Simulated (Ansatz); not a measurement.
Molecule: pyrazole, C$_{3}$H$_{4}$N$_{2}$, net charge 0, singlet state. SMILES: c1cn[nH]c1
Geometry: optimised at B3LYP-D3(BJ)/def2-TZVP (Ansatz, a first-principles code).

Parts of the frozen-core correlation energy in cc-pVTZ (Ansatz, hartree). Frozen orbitals: 5; correlated occupied orbitals by spin: 13 and 13; virtual: 188 and 188. No spin-orbit coupling. No relativistic terms.

| term | value |
|---|---|
| reference (HF) | -224.87334 |
| MP2 opposite-spin | (withheld) |
| MP2 same-spin | (withheld) |
| CCSD correlation | (withheld) |
| (T) | -0.04669 |
| T1 diagnostic | 0.012 |
| largest doubles amplitude | 0.071 |

**Question.** Fill in the missing entries.

**Answer.** 
- MP2 opposite-spin, value: -0.65782
- MP2 same-spin, value: -0.22867
- CCSD correlation, value: -0.89489
